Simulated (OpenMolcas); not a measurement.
Ar4+: effect of the basis set

```
Program             : OpenMolcas 26.06
Method              : SS-RASPT2, IPEA 0.25 Eh, imaginary shift 0.1 Eh (closed shells correlated: 2s 2p)
Active space        : 4 electrons in 9 orbitals (RAS2 3s 3p; RAS3 3d, at most 2 electrons)
State averaging     : 2S+1 = 3 even, 6 roots; 2S+1 = 1 even, 12 roots; 2S+1 = 5 odd, 1 root; 2S+1 = 3 odd, 9 roots; 2S+1 = 1 odd, 8 roots
Spin-orbit coupling : state interaction with AMFI integrals over the reference wave functions, term energies averaged over their components
```

A. ANO-RCC-VTZP [5s4p2d1f], DKH2, point nucleus; CASPT2 step roughly 26 core-seconds
B. ANO-R2 [5s4p3d1f], X2C, finite nucleus; CASPT2 step about 29 core-seconds
C. ANO-RCC-VQZP [6s5p3d2f1g], DKH2, point nucleus; CASPT2 step about 19 core-seconds
D. ANO-RCC [8s7p5d4f2g], DKH2, point nucleus; CASPT2 step of the order of 50 core-seconds

Energies in cm⁻¹ above 3s² 3p² ³P₀, the measured ground level; measured values from Saloman, J. Phys. Chem. Ref. Data 39, 033101 (2010).

```tsv
Level	A	B	C	D	Measured
3s² 3p² ³P₀	0.0	0.0	0.0	0.0	0.0
3s² 3p² ³P₁	681	684	672	680	763
3s² 3p² ³P₂	1841	1847	1814	1834	2029
3s² 3p² ¹D₂	16720	16610	16330	16230	16299
3s² 3p² ¹S₀	38770	38720	38200	38080	37912
3s 3p³ ⁵S°₂	83780	84090	84300	85180	
3s 3p³ ³D°₁	122560	121200	122450	121880	121629
3s 3p³ ³D°₂	122580	121230	122470	121910	121675
3s 3p³ ³D°₃	122680	121330	122560	122020	121803
3s 3p³ ³P°₂	143190	141670	142800	142060	141763
3s 3p³ ³P°₀	143200	141700	142820	142100	141893
3s 3p³ ³P°₁	143200	141700	142820	142090	141770
3s 3p³ ¹D°₂	160680	155460	159820	155770	154211
```

Deviations, from unrounded energies. A percentage is the sum of absolute deviations over the sum of measured energies, with the sign that they share, or ± where signs differ.

| Against measurement | Levels | A | B | C | D |
| --- | --- | --- | --- | --- | --- |
| mean absolute deviation (cm-1) | 11 | 1400 | 390 | 1100 | 330 |
| fine structure of the ground term (%) | 2 | -9.7 | -9.4 | -11.0 | -10.0 |
| other terms of the ground configuration (%) | 2 | +2.4 | +2.1 | +0.6 | ±0.4 |
| other configurations (%) | 7 | +1.4 | ±0.3 | +1.2 | +0.3 |

D lies closest to measurement on these levels and A furthest from it. The largest miss of D in the table is 3s 3p³ ¹D°₂, by +1600 cm-1. The ranking rests on the paired levels alone, and a cruder setting can come out closer through cancelling errors.

Among A to D the level of the table that moves most is 3s 3p³ ¹D°₂, by 5200 cm-1 (lowest in B, highest in A). Moves below CASPT2's spread within the term are not significant.

Configurations are named by rounded mean occupations; where the s occupation lies near a half they are strongly mixed, a name can repeat and a true partner stay unpaired. Some terms take much of their weight from 3d, a shell meant for correlation, so their names are nominal. Some terms mix strongly with configurations of 3d, whose occupation reaches 0.44 (3s 3p³ ¹D°) (figures for A; the like holds for B, C, D). Computed and measured levels are paired by configuration, term and J; levels that our copy of the source lacks, or whose pairing is in doubt (as where it misses far off the trend of its configuration), stay unpaired and out of the deviations. Only configurations of the active space appear. The table leaves out levels that lie high or whose names do not pair safely across all columns.

° marks odd parity.
